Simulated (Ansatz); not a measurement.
Geometry optimisation, RKS B3LYP-D4/6-31G* (Ansatz 0.2.0).

input.yaml

```yaml
crystal:
  periodic: [false, false, false]
  atoms:
    - { symbol: C, position_ang: [-1.4247, -0.9794, -0.5837] }
    - { symbol: O, position_ang: [-1.1746, 0.4376, -0.5913] }
    - { symbol: B, position_ang: [-0.2677, 0.7129, 0.4995] }
    - { symbol: F, position_ang: [-0.6675, 1.0676, 1.8179] }
    - { symbol: Si, position_ang: [1.683, 0.6829, 0.1789] }
    - { symbol: F, position_ang: [2.4012, -0.4434, 1.1967] }
    - { symbol: H, position_ang: [-0.5393, -1.5521, -0.7804] }
    - { symbol: H, position_ang: [-1.9378, -1.2316, 0.3417] }
    - { symbol: H, position_ang: [-2.1783, -1.1163, -1.383] }
    - { symbol: H, position_ang: [2.243, 2.0192, 0.5128] }
    - { symbol: H, position_ang: [1.9281, 0.3455, -1.1884] }
basis:
  gaussian: { orbitals: "6-31G*" }
hamiltonian:
  xc: b3lyp
  dispersion: d4
relax:
  f_tol: 0.015
  max_steps: 40
```

Command:

```bash
$ ansatz run input.yaml --threads 2 --pin off --max-ram 3072MiB --backend cpu --events-out ev --progress --plain --runs-dir out
```

**Question.** Where does it end, and by what steps?

**Answer.** The forces met the threshold. The force dipped under the threshold on the way, but the program's further checks kept it going. After 37 steps the energy has fallen by 1.122 eV; F6 moved furthest, 1.67 Å.

```json
{"step": "0", "energy less start (eV)": "0.0000", "largest force component (eV/Å)": "2.987", "accepted": "yes"}
{"step": "2", "energy less start (eV)": "-0.5777", "largest force component (eV/Å)": "1.003", "accepted": "yes"}
{"step": "4", "energy less start (eV)": "-0.7353", "largest force component (eV/Å)": "0.809", "accepted": "yes"}
{"step": "6", "energy less start (eV)": "-0.9637", "largest force component (eV/Å)": "0.562", "accepted": "yes"}
{"step": "8", "energy less start (eV)": "-1.0215", "largest force component (eV/Å)": "0.455", "accepted": "yes"}
{"step": "10", "energy less start (eV)": "-1.0278", "largest force component (eV/Å)": "0.110", "accepted": "yes"}
{"step": "12", "energy less start (eV)": "-1.0293", "largest force component (eV/Å)": "0.036", "accepted": "yes"}
{"step": "14", "energy less start (eV)": "-1.0302", "largest force component (eV/Å)": "0.088", "accepted": "yes"}
{"step": "16", "energy less start (eV)": "-1.0315", "largest force component (eV/Å)": "0.084", "accepted": "yes"}
{"step": "18", "energy less start (eV)": "-1.0335", "largest force component (eV/Å)": "0.177", "accepted": "yes"}
{"step": "20", "energy less start (eV)": "-1.0368", "largest force component (eV/Å)": "0.268", "accepted": "yes"}
{"step": "22", "energy less start (eV)": "-1.0412", "largest force component (eV/Å)": "0.427", "accepted": "yes"}
{"step": "24", "energy less start (eV)": "-1.0539", "largest force component (eV/Å)": "0.620", "accepted": "yes"}
{"step": "26", "energy less start (eV)": "-1.0754", "largest force component (eV/Å)": "0.600", "accepted": "yes"}
{"step": "28", "energy less start (eV)": "-1.0994", "largest force component (eV/Å)": "0.443", "accepted": "yes"}
{"step": "30", "energy less start (eV)": "-1.1187", "largest force component (eV/Å)": "0.089", "accepted": "yes"}
{"step": "32", "energy less start (eV)": "-1.1207", "largest force component (eV/Å)": "0.035", "accepted": "yes"}
{"step": "34", "energy less start (eV)": "-1.1212", "largest force component (eV/Å)": "0.028", "accepted": "yes"}
{"step": "36", "energy less start (eV)": "-1.1215", "largest force component (eV/Å)": "0.020", "accepted": "yes"}
{"step": "37", "energy less start (eV)": "-1.1216", "largest force component (eV/Å)": "0.013", "accepted": "yes"}
```

```xyz
11
Properties=species:S:1:pos:R:3
C -1.344 -1.187 -0.237
O -1.444 0.185 0.144
B -0.401 1.014 0.305
F -0.696 2.271 0.663
Si 1.594 0.665 0.087
F 1.902 -0.879 -0.337
H -0.306 -1.505 -0.358
H -1.826 -1.793 0.536
H -1.883 -1.323 -1.179
H 2.309 0.943 1.364
H 2.161 1.553 -0.966
```

Whether the end is a true minimum wasn't checked by a vibrational analysis.

The run took 2.7 min on 2 threads of Intel(R) Xeon(R) Platinum 8488C (Sapphire Rapids), with other jobs on the host, peak memory 0.25 GiB.
